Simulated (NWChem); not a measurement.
Molecule: ZrH$_{3}$F; SMILES [F][ZrH3]

Results from NWChem. Geometry: optimised at PBE0/def2-SVP. def2 effective core potentials on Zr; no spin-orbit coupling. Level r2SCAN/def2-SVP: energy and gradient on several grids; changes count from the extra-fine grid, which is no exact limit either.

```csv
grid,size of the energy change (μHa),largest change of a gradient component (μHa/bohr)
xcoarse,800,6000
coarse,10,100
medium,40,80
fine,10,40
xfine,< 10,< 30
```
